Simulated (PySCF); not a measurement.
# Radial density of W⁵⁷⁺ (tungsten, charge +57)

UHF, [Ne] 3s2 3p5, 2P determinant. All numbers are calculated (PySCF 2.14, the spin-free X2C one-electron Hamiltonian (Gaussian nucleus), in an even-tempered Gaussian basis (17 s from 15 bohr⁻², ratio 2.5; 12 p from 19 bohr⁻², ratio 2.5; 4 d from 79 bohr⁻², ratio 2.7; 4 f from 120 bohr⁻², ratio 2.7)).

```json
{"r (bohr)": "0.0139", "4πr²ρ (e/bohr)": "101.5", "4πr²(ρα − ρβ)": "0.5071"}
{"r (bohr)": "0.0234", "4πr²ρ (e/bohr)": "87.37", "4πr²(ρα − ρβ)": "1.5601"}
{"r (bohr)": "0.0393", "4πr²ρ (e/bohr)": "110.9", "4πr²(ρα − ρβ)": "2.6319"}
{"r (bohr)": "0.0661", "4πr²ρ (e/bohr)": "111.7", "4πr²(ρα − ρβ)": "0.7456"}
{"r (bohr)": "0.111", "4πr²ρ (e/bohr)": "46.35", "4πr²(ρα − ρβ)": "1.9660"}
{"r (bohr)": "0.187", "4πr²ρ (e/bohr)": "48.08", "4πr²(ρα − ρβ)": "6.5772"}
{"r (bohr)": "0.315", "4πr²ρ (e/bohr)": "6.332", "4πr²(ρα − ρβ)": "0.8974"}
{"r (bohr)": "0.529", "4πr²ρ (e/bohr)": "0.03003", "4πr²(ρα − ρβ)": "0.0040"}
```

Densities and radii are taken from the X2C orbitals without a picture-change correction, which distorts them close to the nucleus.

Spin-orbit coupling, absent here, splits the open shell strongly.
